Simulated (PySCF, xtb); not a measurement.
(E)-1-bromo-2-chloro-1-fluoroethene (C2HBrClF), SMILES F/C(Br)=C\Cl.

GFN2-xTB (xtb) at its own geometry gives an orbital gap of 4.06 eV and a dipole moment of 2.15 D.

Geometry optimised at ωB97X-D3(BJ)/def2-SVP.

Task: What does PySCF with PBE/def2-TZVP give? (An estimate is asked for; the answer gives what the named calculation found.)

Result: gap 4.53 eV (levels -6.13 and -1.60 eV), dipole 1.16 D.
